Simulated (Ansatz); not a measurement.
Job for Ansatz (a first-principles code): U-wB97X-V/def2-TZVPP on FHSi (SMILES F[SiH]), 2S+1 = 3, a spin state set in the input, which need not be the lowest, at the other state's geometry.

Ansatz 0.2 input:
```yaml
crystal:
  periodic: [false, false, false]
  atoms:
    - {symbol: F, position_ang: [0.84410367, -0.57544554, 0.00000000]}
    - {symbol: Si, position_ang: [-0.43484578, 0.41864886, 0.00000000]}
    - {symbol: H, position_ang: [-1.50909220, -0.68207419, 0.00000000]}
basis:
  gaussian:
    orbitals: def2-TZVPP
hamiltonian:
  xc: {name: wB97X-V}
magnetization: {spin_polarized: true, initial_magnetization: 2}
```

It printed:

```
WARN ansatz: RAYON_NUM_THREADS=2 ignored (pool sized by the plan → 2); use --threads N
Functional definition: wB97X-V
integrals: 0.02 GiB planned
506 factors; their error is unknown
integrals: 0.06 GiB planned
100 factors; integrals over basis functions are off by at most 3.4e-5 eV
mean field: 0.34 GiB planned
mean field evaluation 1: about -10606.2507 eV, gradient 2.1e1 eV
mean field evaluation 2: about -10605.8013 eV, gradient 2.8e1 eV
mean field evaluation 4: about -10607.8564 eV, gradient 5.7e-1 eV
mean field evaluation 8: about -10607.8788 eV, gradient 3.8e-2 eV
mean field evaluation 16: about -10607.8788 eV, gradient 7.9e-5 eV
mean field -10607.87883078 eV, -389.8323567527 hartree, gradient 7.9e-5 eV, S^2 2.003696; 0 other end points of the search recorded, 0 dependent functions left out
reference -10607.87883161 eV, -389.8323567831 hartree; 13, 11 occupied and 74, 76 virtual orbitals, 506 factors
Total energy: -10607.87883161 eV, -389.8323567831 hartree
```

The calculation finished and met its thresholds.

Cost: roughly 2.2 core-seconds.
